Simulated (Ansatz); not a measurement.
Species: H6S (charge 0, singlet). SMILES: [H][S@OH20]([H])([H])([H])([H])[H]
Geometry: optimised at B3LYP-D3(BJ)/def2-TZVP (Ansatz, an electronic-structure program).

Wanted: atomisation energy (electronic, to ground-state atoms), in kcal/mol. Valence correlation only, unless marked. UHF or UKS for open shells. Spin-orbit coupling is left out. Non-relativistic unless marked X2C. The coupled-cluster limit lacks core correlation, which all-electron functionals hold. CBS marks a two-point X^-3 extrapolation of the correlation energy; Hartree-Fock from the larger set.

```
level                                 program  atomisation energy (kcal/mol)
------------------------------------  -------  -----------------------------
wB97X/def2-TZVPD                       Ansatz                          288.1
B2GP-PLYP/def2-TZVPD                   Ansatz                            ___
RPA@PBE/cc-pV(T+d)Z                    Ansatz                          280.3
X2C-CCSD(T)/cc-pVTZ-DK                 Ansatz                          272.3
CCSD(T)/CBS(cc-pV(T+d)Z,cc-pV(Q+d)Z)   Ansatz                            ___
```

Some entries are withheld; supply them.


- B2GP-PLYP/def2-TZVPD, atomisation energy (kcal/mol): 279.8
- CCSD(T)/CBS(cc-pV(T+d)Z,cc-pV(Q+d)Z), atomisation energy (kcal/mol): 293.4
